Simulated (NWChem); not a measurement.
Species: C2H5FOSi; SMILES C1OC[SiH]1F

```xyz
10

F     -0.4155     2.0167     0.0000
Si     0.4117     0.6164     0.0000
C     -0.0838    -0.8050     1.1347
O      0.1088    -1.6682     0.0000
C     -0.0838    -0.8050    -1.1347
H      1.8567     0.9779     0.0000
H      0.5606    -1.1166     1.9711
H     -1.1358    -0.8012     1.4799
H     -1.1358    -0.8012    -1.4799
H      0.5606    -1.1166    -1.9711
```
Atoms are numbered in this order, from 1.

Level: PBE0/def2-SVP (NWChem), optimised geometry, unscaled harmonic frequencies. 

```json
[
 {"frequency (cm⁻¹)": "83", "IR intensity (km/mol)": "16.3"},
 {"frequency (cm⁻¹)": "228", "IR intensity (km/mol)": "10.5"},
 {"frequency (cm⁻¹)": "276", "IR intensity (km/mol)": "2.8"},
 {"frequency (cm⁻¹)": "426", "IR intensity (km/mol)": "3.7"},
 {"frequency (cm⁻¹)": "606", "IR intensity (km/mol)": "13.5"},
 {"frequency (cm⁻¹)": "714", "IR intensity (km/mol)": "38.1"},
 {"frequency (cm⁻¹)": "751", "IR intensity (km/mol)": "31.4"},
 {"frequency (cm⁻¹)": "810", "IR intensity (km/mol)": "89.8"},
 {"frequency (cm⁻¹)": "831", "IR intensity (km/mol)": "50.2"},
 {"frequency (cm⁻¹)": "855", "IR intensity (km/mol)": "15.3"},
 {"frequency (cm⁻¹)": "914", "IR intensity (km/mol)": "41.7"},
 {"frequency (cm⁻¹)": "983", "IR intensity (km/mol)": "127.0"},
 {"frequency (cm⁻¹)": "1063", "IR intensity (km/mol)": "117.2"},
 {"frequency (cm⁻¹)": "1160", "IR intensity (km/mol)": "3.3"},
 {"frequency (cm⁻¹)": "1200", "IR intensity (km/mol)": "9.2"},
 {"frequency (cm⁻¹)": "1225", "IR intensity (km/mol)": "0.0"},
 {"frequency (cm⁻¹)": "1260", "IR intensity (km/mol)": "6.1"},
 {"frequency (cm⁻¹)": "1444", "IR intensity (km/mol)": "1.0"},
 {"frequency (cm⁻¹)": "1468", "IR intensity (km/mol)": "3.3"},
 {"frequency (cm⁻¹)": "2256", "IR intensity (km/mol)": "138.6"},
 {"frequency (cm⁻¹)": "3032", "IR intensity (km/mol)": "36.6"},
 {"frequency (cm⁻¹)": "3037", "IR intensity (km/mol)": "29.2"},
 {"frequency (cm⁻¹)": "3137", "IR intensity (km/mol)": "12.4"},
 {"frequency (cm⁻¹)": "3138", "IR intensity (km/mol)": "10.1"}
]
```

| Property | Value |
|---|---|
| zero-point energy | 44.1 kcal/mol |
| thermal correction to the enthalpy at 298.15 K (with zero-point energy) | 48.3 kcal/mol |
| heat capacity Cv | 19.4 cal/(mol K) |
| entropy at 298.15 K and 1 atm (symmetry number 1) | 75.6 cal/(mol K) |
| dipole moment | 0.37 D |

Rigid rotor and harmonic oscillator; modes under 100 cm⁻¹ make the entropy uncertain.
